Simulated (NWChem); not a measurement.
silanone (SiH2O); SMILES O=[SiH2]

Program: NWChem. Structure relaxed at the PBE-D3(BJ)/def2-SVP level.

Diagonal of the polarisability tensor at B3LYP/aug-cc-pVDZ, 589 nm: 26.25, 33.28, 39.50 bohr³.

Q: Find the mean polarisability volume, the molar refraction, and the refractive index that an ideal gas of it would have at 273.15 K and 1 atm.

A: 
1. Mean: one third of the trace = 33.01 bohr³ × 0.14818 Å³/bohr³ = 4.89 Å³.
2. Molar refraction (Lorentz-Lorenz): (4π/3) N_A α = 12.3 cm³/mol.
3. Number density p/kT = 2.687 × 10⁻⁵ Å⁻³; n − 1 = 2π N α = 8.26 × 10⁻⁴.
